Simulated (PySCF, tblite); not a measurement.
A database entry of computed molecular properties. Lists by class give the value and the number of equivalent atoms.

```json
{
 "formula": "C5H8ClFSi",
 "smiles": "C#CC[C@@](F)(Cl)[SiH2]C",
 "inchi": "InChI=1S/C5H8ClFSi/c1-3-4-5(6,7)8-2/h1H,4,8H2,2H3/t5-/m0/s1",
 "charge": 0,
 "multiplicity": 1,
 "geometry_level": "GFN2-xTB",
 "atoms_angstrom": [
  ["C", 3.017, 0.436, -0.777],
  ["C", 2.314, -0.22, -0.067],
  ["C", 1.482, -1.0, 0.823],
  ["C", 0.157, -0.308, 1.108],
  ["F", -0.535, -1.09, 2.01],
  ["Cl", 0.474, 1.256, 1.936],
  ["Si", -0.981, 0.049, -0.421],
  ["C", -2.608, 0.714, 0.274],
  ["H", 3.636, 1.005, -1.404],
  ["H", 1.262, -1.971, 0.368],
  ["H", 2.018, -1.172, 1.764],
  ["H", -0.257, 1.001, -1.257],
  ["H", -1.156, -1.245, -1.091],
  ["H", -3.062, -0.001, 0.956],
  ["H", -2.451, 1.639, 0.824],
  ["H", -3.318, 0.916, -0.522]
 ],
 "electronic_structure_code": "PySCF",
 "results": {
  "GFN2-xTB geometry": {
   "point_group": "C1",
   "rotational_constants_GHz": [1.808, 1.064, 0.939]
  },
  "PBE0/def2-SVPD ground state and vertical TDDFT (core frozen in the response)": {
   "dipole_D": 1.71,
   "homo_eV": -8.0,
   "lumo_eV": 0.08,
   "S1_eV": 6.59,
   "strongest_line_of_8_singlets_eV": 6.75,
   "T1_tda_eV": 5.37,
   "polarisability_au": 97.6,
   "r2_bohr2_about_centre_of_nuclear_charge": 1412.2,
   "singlets_eV_and_f": [
    [6.59, 0.0],
    [6.75, 0.022],
    [6.87, 0.005],
    [6.96, 0.002],
    [7.22, 0.005],
    [7.39, 0.003],
    [7.43, 0.007],
    [7.56, 0.019]
   ],
   "triplets_tda_eV": [5.37, 5.89, 5.92]
  },
  "PBE0/pcSseg-1 ground state and GIAO shieldings, non-relativistic": {
   "shift_vs_computed_TMS_C_by_class_ppm": [
    [120.7, 1],
    [82.9, 1],
    [81.5, 1],
    [36.6, 1],
    [-9.7, 1]
   ],
   "shift_vs_computed_TMS_H_by_class_ppm": [
    [4.68, 1],
    [4.31, 1],
    [3.36, 1],
    [3.08, 1],
    [1.61, 1],
    [0.54, 3]
   ],
   "shielding_other_nuclei_by_class_ppm": [
    ["F", 315.8, 1],
    ["Si", 383.4, 1],
    ["Cl", 671.6, 1]
   ],
   "charges_hirshfeld_e_by_atom": [-0.11, -0.04, -0.07, 0.05, -0.1, -0.05, 0.33, -0.21, 0.1, 0.06, 0.06, -0.07, -0.08, 0.05, 0.04, 0.05]
  },
  "GFN2-xTB harmonic vibrations, gas phase": {
   "strongest_ir_bands_cm-1_km_per_mol_modes": [
    [665.7, 91.0, 1],
    [750.9, 97.0, 1],
    [779.2, 137.8, 1],
    [841.8, 207.8, 1],
    [2235.8, 337.6, 1],
    [2306.4, 212.7, 1]
   ],
   "zpe_kcal_per_mol": 68.0
  }
 }
}
```

The dipole matches unit charges of opposite sign 0.36 Å apart (1 e·Å = 4.8032 D). With B = h/(8π²I), that is 505.379 GHz u Å² over I, the principal moments of inertia are 279.6, 475.0 and 538.4 u Å² (most abundant isotopes). The principal polarisabilities are 89.4, 92.5 and 110.8 au; their mean is the isotropic value.

One conformer (not necessarily the lowest) at the GFN2-xTB geometry, without solvent or vibrations. NMR classes are plain means over equivalent atoms (diastereotopic ones count apart unless rotation or inversion swaps them), as if these changed places fast; in this geometry the members of some classes differ.

For the NMR shielding job (PBE0/pcSseg-1), hardware: one thread of an Arm Neoverse V2, shared host with 192 logical CPUs at a one-minute load of 65. Cost: 29 s of wall time, 0.84 GiB resident at most.

The values belong to the conformer `[CH:1]#[C:2][CH2:3][C@@:4]([F:5])([Cl:6])[SiH2:7][CH3:8]`: C2–C3–C4–F5 -177°, C3–C4–Si7–C8 174°.
